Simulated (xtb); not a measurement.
Cl$_{4}$OW, charge -1, doublet, at a GFN2-xTB geometry (such geometries of metal compounds can be far from the true shape) (the multiplicity is a formal guess), atoms displaced at random by about 0.05 Å a coordinate. Base run: GFN2-xTB in xtb.

xtb was given this input:
```
$ xtb mol.xyz --gfn 2 --chrg -1 --uhf 1 --opt --json

# file mol.xyz
6

W      0.25976473     0.00839125    -0.05427711
O      1.65753138    -0.48365288    -0.91799197
Cl     0.44055993    -0.54491018     2.10248194
Cl    -1.32407377     0.70959755    -1.80127993
Cl    -1.26716936    -1.81659086    -0.07907514
Cl     0.38600583     2.20536736     0.53289097
```

The base run was repeated with changes; each row names its change, and settings that it needs were set with it.

| change | ΔE vs base (kJ/mol) | optimiser steps |
|---|---|---|
| base | 0.00 | 12 |
| opt level = lax | 0.00 | 9 |
| engine = lbfgs | 0.00 | - |
| opt level = extreme | 0.00 | 12 |
| alpb = acetonitrile | -174.7 | 12 |
| opt level = tight | 0.00 | 12 |
| opt level = sloppy | 0.01 | 7 |
| alpb = acetone | -171.2 | 12 |
| opt level = loose | 0.01 | 7 |
| engine = inertial | 0.04 | - |
